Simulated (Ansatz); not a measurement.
Gas-phase electronic energies from Ansatz, PBE0-D4/def2-TZVP geometries. CBS: MP2 limit from def2 TZ/QZ plus the TZ coupled-cluster correction, frozen cores. DFT in def2-TZVPP. Each species was taken in one conformer, which may not be the lowest.

Consider the cleavage of the Si–Si bond: `C=C[SiH2][SiH3]` + `[OH][Al]([O][SiH3])[O][SiH3]` → `[SiH3][O][Al]([O][SiH3])[O][SiH3]` + `C=C[SiH3]`.

Problem. Is it downhill or uphill in electronic energy at CCSD(T)/CBS, and by how much? (An estimate is asked.)

Solution. Ansatz gave: Downhill: ΔE = -25.4 kcal/mol.

Problem. What do these levels give: PBE-D4, PBE0-D4, BHLYP-D4, CAM-B3LYP-D4, PBE-QIDH, PBE, r2SCAN, CAM-B3LYP, HF/def2-SVP, MP2/def2-SVP, CCSD/def2-SVP, MP2/def2-QZVPP? (An estimate is asked.)

Solution. Ansatz gave: PBE-D4 -18.6, PBE0-D4 -21.1, BHLYP-D4 -28.7, CAM-B3LYP-D4 -27.4, PBE-QIDH -24.5, PBE -18.8, r2SCAN -23.6, CAM-B3LYP -27.6, HF/def2-SVP -31.9, MP2/def2-SVP -26.4, CCSD/def2-SVP -26.0, MP2/def2-QZVPP -27.0 kcal/mol.

Largest T1 diagnostic among the species: 0.013.

From PBE to PBE0 (25 % exact exchange), in def2-TZVPP and without D4, ΔE moves by −2.5 kcal/mol. In def2-TZVPP, CCSD(T) changes the Hartree–Fock value by +7.8 kcal/mol (the triples alone add +1.1 kcal/mol) and MP2 by +6.4 kcal/mol.
